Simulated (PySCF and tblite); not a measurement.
The numbers below are computed, except where a source is named.
Stationary points of C5H4F2O2 at GFN2-xTB, in Å:

Structure A

```
 1 F     2.281    1.869    0.347
 2 C     1.275    1.051   -0.001
 3 C     1.532   -0.226   -0.300
 4 F     2.806   -0.663   -0.226
 5 O     0.684   -1.191   -0.677
 6 C    -0.523   -1.331    0.076
 7 C    -1.438   -0.148    0.019
 8 C    -1.104    1.139    0.003
 9 O     0.113    1.734    0.007
10 H    -1.014   -2.202   -0.362
11 H    -0.267   -1.561    1.119
12 H    -2.490   -0.382    0.004
13 H    -1.861    1.910   -0.025
```

Structure B

```
 1 F     2.302    1.971   -0.176
 2 C     1.281    1.095   -0.098
 3 C     1.571   -0.210   -0.106
 4 F     2.872   -0.546   -0.192
 5 O     0.847   -1.333   -0.045
 6 C    -0.561   -1.374    0.051
 7 C    -1.389   -0.135    0.096
 8 C    -1.077    1.157    0.063
 9 O     0.118    1.774   -0.025
10 H    -0.896   -1.974   -0.806
11 H    -0.775   -1.958    0.957
12 H    -2.440   -0.370    0.171
13 H    -1.853    1.907    0.109
```

The path came from a restrained scan, a climbing-image band and a saddle search at GFN2-xTB; energies are CAM-B3LYP/pcSseg-1 + D3(BJ)//GFN2-xTB, thermal terms GFN2-xTB.

**Question.** Which structure is a saddle point, and along which motion?

**Answer.** B: one imaginary mode (139i cm⁻¹ at GFN2-xTB, mostly on O5, C6, H10), along the inversion of the 7-membered ring (2–3–5–6–7–8–9).

**Question.** Give their symmetry and energies above the lowest.

**Answer.** A C1, 0.0 kcal/mol; B Cs, 4.2 kcal/mol.
